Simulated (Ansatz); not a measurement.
A nudged elastic band was laid between two geometries of BH4N + H2O + H3N (13 atoms, charge 0, multiplicity 1).

Computed with Ansatz 0.2.0, RKS B3LYP/def2-SVP.

- movable images: 5
- climbing image: yes
- spring: 5.0 eV/Å²
- optimiser: quadratic models (default)
- start path: through a guess of the saddle point
- force threshold: 0.03 eV/Å
- iteration limit: 60
- end points: relaxed

First end point:

```xyz
13
Properties=species:S:1:pos:R:3
B -1.036 -0.763 1.325
N -0.807 0.614 1.400
H -2.066 -1.170 0.856
H -0.207 -1.509 1.795
H 0.642 -0.736 -1.184
O 0.340 -1.657 -1.151
H 0.464 1.188 -0.603
N 1.000 1.486 -1.419
H -0.004 1.022 1.867
H -1.483 1.306 1.094
H 0.725 -1.994 -0.330
H 0.515 1.166 -2.257
H 1.919 1.045 -1.392
```

Last end point:

```xyz
13
Properties=species:S:1:pos:R:3
B -0.885 -1.505 0.685
N -0.241 1.454 1.164
H -1.927 -1.099 0.234
H -0.740 -1.742 1.863
H 0.772 -0.057 -1.621
O 0.110 -1.751 -0.200
H 0.086 1.156 0.244
N 1.047 0.819 -2.068
H 0.223 0.876 1.865
H -1.239 1.252 1.217
H 0.912 -2.108 0.205
H 0.207 1.392 -2.155
H 1.675 1.312 -1.433
```

(1) What changes between the two ends?

(2) What energy profile does the band end with?

## Answers

(1) Bonds broken: B1–N2, H5–O6, H7–N8. Bonds formed: B1–O6, N2–H7, H5–N8. BH4N + H2O + H3N becomes BH3O + H3N + H3N.

(2) The run ended unconverged. The highest image is number 1 of 0 to 6, 0.041 eV above the first end and 0.087 eV above the last; the last end lies 0.046 eV below the first. The band didn't meet its force threshold, so its energies are provisional: the largest band force was still 0.22 eV/Å, and over the last iterations the top stayed at 0.04 eV. Neighbouring images lie up to 3.3 Å apart, so the band is torn or far too coarse. Inner images lie below an end point, which means an intermediate or an end that isn't the lowest structure nearby. The orbitals stay closed-shell, which can raise the energy where a bond breaks towards radicals; this wasn't checked here.

```tsv
image	path coordinate (Å)	energy (eV)	B1–N2 (Å)	H5–O6 (Å)	H7–N8 (Å)
0	0.00	0.000	1.40	0.97	1.02
1	3.32	0.041	1.39	0.97	1.02
2	5.11	-0.185	1.40	0.98	1.02
3	6.90	-0.214	1.49	1.02	1.02
4	8.70	-0.251	1.52	1.05	1.06
5	10.56	-0.557	1.67	2.04	2.28
6	12.42	-0.046	3.07	2.31	2.53
```

The run took 11 min on 2 threads of Arm Neoverse V1, on a shared host, peak memory 0.2 GiB.
